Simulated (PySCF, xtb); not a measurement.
Ir(acac)(CO)2 (C₇H₇IrO₄), SMILES CC1=CC(C)=[O]->[Ir](<-[C-]#[O+])(<-[C-]#[O+])[O]1, multiplicity 1.

xtb with GFN2-xTB at its own geometry gives an orbital gap of 2.45 eV and a dipole moment of 4.56 D.

Coordinates come from a PBE0-D3(BJ)/def2-SVP optimisation. The multiplicity is an assumed one; other spin states were not compared. The isomer is the one that the SMILES or the coordinates give; other isomers of the formula were not compared. The def2 effective core potentials stand for the cores of Ir; spin–orbit coupling is left out. The values are those of a single conformer.

Q: What does PBE/def2-SVP (PySCF) give? (An estimate is asked for; the answer gives what the named calculation found.)

A: gap 3.06 eV (levels -5.49 and -2.43 eV), dipole 3.87 D.
